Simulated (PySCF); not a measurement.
SMILES c1nccc([SiH2]c2sccc2)c1 (C9H9NSSi) (GFN2-xTB optimised geometry):

```
21

C     -0.218    -3.002     0.000
C      1.139    -3.002     0.000
S      1.782    -1.410     0.000
C      0.192    -0.712     0.002
Si    -0.045     1.145     0.008
C      0.576     1.837     1.657
C      0.698     3.211     1.850
C      1.148     3.691     3.068
N      1.475     2.907     4.082
C      1.362     1.601     3.911
C      0.922     1.022     2.732
C     -0.753    -1.697     0.000
H     -0.816    -3.896     0.000
H      1.808    -3.840     0.000
H     -1.479     1.420    -0.134
H      0.726     1.755    -1.081
H      0.445     3.896     1.054
H      1.254     4.753     3.248
H      1.639     0.993     4.763
H      0.850    -0.053     2.650
H     -1.808    -1.486     0.000
```

Method: B3LYP/def2-SVP (PySCF).

### Question
What are the frontier orbital energies and the dipole moment?

### Answer
HOMO-2 -7.17 eV, HOMO-1 -6.89 eV, HOMO -6.80 eV, LUMO -1.11 eV, LUMO+1 -0.95 eV; dipole moment 2.44 D.

On the same geometry PBE/def2-SVP (PySCF) gives HOMO-2 -6.39 eV, HOMO-1 -6.06 eV, HOMO -5.54 eV, LUMO -1.87 eV, LUMO+1 -1.66 eV; dipole moment 2.37 D.

Meta-Löwdin charges at B3LYP/def2-SVP: C1 -0.13, C2 -0.22, S3 0.26, C4 -0.35, Si5 0.64, C6 -0.20, C7 -0.12, C8 0.02, N9 -0.24, C10 0.02, C11 -0.12, C12 -0.11, H13 0.11, H14 0.13, H15 -0.10, H16 -0.11, H17 0.10, H18 0.10, H19 0.10, H20 0.11, H21 0.11.
